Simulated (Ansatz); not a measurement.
Species: CH3ClSSi, SMILES `[SiH2](Cl)C=S` (S–C–Si–Cl torsion 180°) (charge 0, multiplicity 1), formula CH$_{3}$ClSSi.

Question: How many basis functions does frozen-core CCSD(T)/def2-TZVPP // PBE0-D4/def2-TZVP (Ansatz, an electronic-structure program) use, how many core orbitals are frozen, and how many electrons are correlated?

Answer: 199 basis functions and 16 frozen orbitals, which leaves 24 correlated electrons. Core time is of the order of seconds.
